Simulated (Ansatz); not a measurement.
Relaxation of CH7NOSi2 (12 atoms, charge 0, multiplicity 1), to a largest force component of 0.02 eV/Å in at most 40 steps.

These are results of Ansatz, RKS PBE0-D4/STO-3G, not measurements.

```xyz
12
Properties=species:S:1:pos:R:3
Si -1.357 1.379 0.928
Si 0.249 0.490 -0.351
N -0.043 -1.054 -1.006
C 1.415 -1.441 -0.556
O 1.343 -0.443 0.477
H -0.895 2.543 1.774
H -2.461 1.980 0.060
H -1.990 0.413 1.790
H 0.955 1.358 -1.302
H -0.709 -1.510 -0.391
H 1.401 -2.465 -0.119
H 2.169 -1.306 -1.269
```

**Question.** Where does it end, and by what steps?

**Answer.** It converged. Limits of this set-up: minimal basis. After 12 steps the energy has fallen by 1.424 eV; H11 moved furthest, 0.56 Å.

| step | energy less start (eV) | largest force component (eV/Å) | accepted |
| --- | --- | --- | --- |
| 0 | 0.0000 | 6.022 | yes |
| 1 | -1.2816 | 2.494 | yes |
| 2 | -1.3790 | 0.711 | yes |
| 3 | -1.3947 | 0.613 | yes |
| 4 | -1.4155 | 0.143 | yes |
| 5 | -1.4188 | 0.112 | yes |
| 6 | -1.4204 | 0.065 | yes |
| 7 | -1.4216 | 0.104 | yes |
| 8 | -1.4223 | 0.082 | yes |
| 9 | -1.4224 | 0.081 | yes |
| 10 | -1.4234 | 0.053 | yes |
| 11 | -1.4237 | 0.022 | yes |
| 12 | -1.4237 | 0.008 | yes |

```xyz
12
Properties=species:S:1:pos:R:3
Si -1.340 1.351 0.962
Si 0.273 0.597 -0.431
N 0.107 -1.014 -1.245
C 1.314 -1.439 -0.402
O 1.656 -0.187 0.300
H -0.828 2.397 1.814
H -2.444 1.887 0.201
H -1.844 0.287 1.797
H 0.662 1.646 -1.359
H -0.723 -1.540 -0.857
H 1.087 -2.270 0.306
H 2.156 -1.773 -1.051
```

Whether the end is a true minimum wasn't checked by a vibrational analysis.

The run took 32 s on 1 thread of Arm Neoverse V1 (shared host), peak memory 0.14 GiB.
